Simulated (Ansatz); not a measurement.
```yaml
crystal:
  periodic: [true, true, true]
  atoms:
    - {symbol: N, position_ang: [0.573750, 1.486291, -0.437476]}
    - {symbol: B, position_ang: [0.625213, 0.096376, -0.469445]}
    - {symbol: F, position_ang: [1.592837, -0.476349, -1.204614]}
    - {symbol: Si, position_ang: [-0.693105, -1.074014, 0.538471]}
    - {symbol: H, position_ang: [1.228100, 2.065449, -0.940358]}
    - {symbol: H, position_ang: [-0.115755, 1.994775, 0.086309]}
    - {symbol: H, position_ang: [-1.468532, -1.934978, -0.396991]}
    - {symbol: H, position_ang: [0.008292, -1.965654, 1.502935]}
    - {symbol: H, position_ang: [-1.662199, -0.238096, 1.304169]}
basis:
  gaussian: {orbitals: 6-31G}
hamiltonian: {xc: {name: B2PLYP}}
output: {forces: true}
```

```sh
$ ansatz run in.yaml --threads 2 --pin off --events-out ev --progress --plain --max-ram 4352MiB
```

Shortened log:

```
Error: YAML parse error: error: line 2 column 3: crystal: missing field `lattice` (a structure is typed as `lattice` and `atoms`, a molecule's as `atoms` in Å alone, or read from a run's directory, `checkpoint`)
 --> <input>:2:3
1 | crystal:
2 |   periodic: [true, true, true]
3 |   atoms:
4 |     - {symbol: N, position_ang: [0.573750, 1.486291, -0.437476]}
```

Q: What is wrong with this run?

A: The molecule is marked periodic without a cell. The program refused the input.
